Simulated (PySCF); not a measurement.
**C₂H₉O₄PSi: full NMR table**

| Quantity | Value |
| --- | --- |
| Formula | C2H9O4PSi |
| SMILES | COP(=O)(OC)O[SiH3] |
| Point group of the computed structure | C1 |
| Carbon signals | 1 |
| Proton signals | 2 |

Structure with atom numbers: `[CH3:1][O:2][P:3](=[O:4])([O:5][CH3:6])[O:7][SiH3:8]`; H(Xn) means a hydrogen on atom n.

Method: geometry from GFN2-xTB, GIAO PBE0/pcSseg-1 shieldings, in PySCF 2.14.0 with density-fitted response routines (one conformer, no solvent, equivalent nuclei averaged, relativity neglected).

Shifts are taken against calculated references (same method and geometry level): $^{1}$H (σ = 31.72 ppm), $^{13}$C (σ = 186.93 ppm), $^{29}$Si (σ = 349.16 ppm) against TMS; $^{31}$P (σ = 318.38 ppm) against H3PO4; $^{17}$O (σ = 336.08 ppm) vs H2O.

| carbon | δC, type | δH (multiplicity) | HMBC from (2–3 bonds) | span of the C tensor (ppm) |
| --- | --- | --- | --- | --- |
| C1/C6 | 54.5, CH3 | 3.98 (m) | – | 84 |

Other nuclei:
```
 atoms    nucleus                        environment  δ (ppm)  σ (ppm)
H(Si8)    $^{1}$H  hydrogen on a silicon bonded to O     5.04    26.67
    P3   $^{31}$P           phosphorus bonded to 4 O     -3.9    322.3
   Si8  $^{29}$Si           silicon bonded to O, 3 H    -34.7    383.8
    O4   $^{17}$O                         P=O oxygen    131.9    204.2
    O7   $^{17}$O             oxygen bonded to P, Si     87.5    248.6
 O2/O5   $^{17}$O              oxygen bonded to C, P     76.1    260.0
```

1. δC 54.5: methyl carbon bonded to O; deshielded by the electronegative neighbour.
2. δH 5.04: hydrogen on a silicon bonded to O.
3. δH 3.98: hydrogen on a methyl carbon bonded to O; its carbon carries O, an electronegative neighbour.

Splittings by $^{31}$P in the carbon and heteronuclear signals aren't shown, as no couplings were computed. Shifts are as computed. Against solution values, carbons near 30 ppm lie about +3 ppm off and those near 130 ppm about +5 ppm. Of 1211 compounds with measured shifts, 218 miss one by over three times the rms of a fit or turn the order of signals round; such compounds aren't used in these exercises. Experimental scales use liquid or dissolved standards, which lie at an offset from isolated H2O (liquid H2O: subtract about 36 ppm) and H3PO4. No couplings were computed; multiplicities are counted from neighbouring protons, with m where these are inequivalent, close in shift, in a saturated or five-membered ring or joined by F or P, and br s for small geminal =CH2 splittings.
